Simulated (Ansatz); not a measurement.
A search over several starts for the lowest SCF solution of SiBrCl3 at the given spin, in a small basis.

```yaml
crystal:
  periodic: [false, false, false]
  atoms:
    - {symbol: Si, position_ang: [-0.000146, 0.000210, -0.025179]}
    - {symbol: Br, position_ang: [0.011203, -0.018180, 2.174061]}
    - {symbol: Cl, position_ang: [1.919496, 0.010574, -0.726095]}
    - {symbol: Cl, position_ang: [-0.969172, 1.669181, -0.697449]}
    - {symbol: Cl, position_ang: [-0.961382, -1.661785, -0.725338]}
basis:
  gaussian: {orbitals: def2-SVP, initial_orbitals: start.molden}
hamiltonian: {xc: pbe0, dispersion: d4}
output: {orbitals: {seedname: orbitals}}
```

The file start.molden holds the orbitals of an earlier run on this structure, at another level or in another basis.

```sh
$ ansatz run in.yaml --threads 4 --pin off --events-out ev --progress --plain --max-ram 3916MiB
```

Output, abridged:

```
Functional definition: PBE0
943 factors; integrals over basis functions are off by at most 9.3e-4 eV
mean field evaluation 1: about -115450.8701 eV, gradient 5.0e0 eV
mean field evaluation 2: about -115450.8954 eV, gradient 3.0e-2 eV
mean field evaluation 4: about -115450.9269 eV, gradient 2.2e-4 eV
mean field evaluation 8: about -115450.2063 eV, gradient 1.6e1 eV
mean field evaluation 16: about -115450.9269 eV, gradient 9.8e-3 eV
mean field -115450.92691354 eV, -4242.7433086238 hartree, gradient 1.3e-5 eV, S^2 0.000000; 1 other end points of the search recorded, 0 dependent functions left out
reference -115450.92693456 eV, -4242.7433093963 hartree; 50, 50 occupied and 54, 54 virtual orbitals, 943 factors
Total energy: -115451.16965487 eV, -4242.7522292030 hartree
```

It took 2 s on 4 threads of Arm Neoverse V1 on a shared host.
